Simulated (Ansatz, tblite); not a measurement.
Forces on B2P2 at its PBE0-D4/def2-TZVP geometry. Total charge 0; singlet.

The xTB rows come from tblite. At r2SCAN-D4/def2-TZVP the restricted singlet is unstable: a solution with broken spin symmetry lies lower. The geometry of the singlet was relaxed on an unsound state (restricted singlet, unstable towards broken spin symmetry). At PBE0-D4/def2-TZVP a triplet of charge 0 lies 0.87 eV below the restricted singlet, each at its own geometry. The structure comes from a short search, and lower isomers may exist.

GFN1-xTB (tblite), largest force 2.09 eV/Å:

```xyz
4
positions Å, forces eV/Å
B     0.155    0.546   -0.616    0.289    1.021   -1.146
B    -0.155   -0.546    0.616   -0.290   -1.015    1.151
P     0.192   -1.234   -1.045    0.246   -1.580   -1.339
P    -0.192    1.234    1.045   -0.245    1.575    1.334
```

GFN2-xTB (tblite), largest force 0.25 eV/Å:

```
B 0.042 0.152 -0.167
B -0.043 -0.147 0.170
P 0.029 -0.186 -0.158
P -0.028 0.182 0.154
```

r2SCAN-D4/def2-TZVP (Ansatz), largest force 0.31 eV/Å:

```
B -0.002 -0.002 0.007
B 0.001 0.006 -0.003
P 0.037 -0.236 -0.199
P -0.036 0.231 0.196
```
